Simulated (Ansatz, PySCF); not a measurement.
Lewis adduct: GaH3 (SMILES [GaH3]) (first 4 atoms) with NH3 (SMILES N); geometry from B3LYP-D3(BJ)/def2-TZVP.
(charge 0, multiplicity 1):
```xyz
8

Ga     0.4703    -0.3679     0.7709
H      0.0872    -1.9012     0.8392
H     -0.2810     0.5411    -0.2834
H      1.9285     0.0557     1.2143
N     -0.5943     0.2920     2.5553
H     -1.5876     0.1058     2.4681
H     -0.2501    -0.1936     3.3767
H     -0.4684     1.2884     2.6982
```

Basis-set superposition error: the interaction energy with monomers in their own basis, and in the dimer's basis (counterpoise).

The values were computed with Ansatz (a quantum-chemistry and plane-wave program) with Gaussian orbitals; PySCF for 6-31G* rows. Values without a source in brackets are computed.

| level | uncorrected (kcal/mol) | counterpoise (kcal/mol) | difference |
|---|---|---|---|
| HF/6-31G* | -26.05 | -22.79 | 3.25 |
| SVWN5/def2-TZVPPD | -32.90 | -32.40 | 0.50 |
| BLYP/def2-TZVPPD | -21.02 | -20.55 | 0.47 |
| revPBE/def2-TZVPPD | -21.22 | -20.81 | 0.42 |
| B97M-V/def2-TZVPPD | -26.98 | -26.69 | 0.30 |
| wB97M-V/def2-TZVPPD | -26.30 | -25.94 | 0.36 |
| B2PLYP/def2-TZVPPD | -24.48 | -23.95 | 0.53 |
| SCS-MP2/aug-cc-pVDZ | -24.33 | -22.39 | 1.94 |
| CCSD(T)/aug-cc-pVDZ | -24.82 | -22.93 | 1.89 |
| CCSD(T)/aug-cc-pVTZ | -25.50 | -25.01 | 0.50 |

The error is largest for HF/6-31G* (3.25 kcal/mol) and smallest for B97M-V/def2-TZVPPD (0.30 kcal/mol).
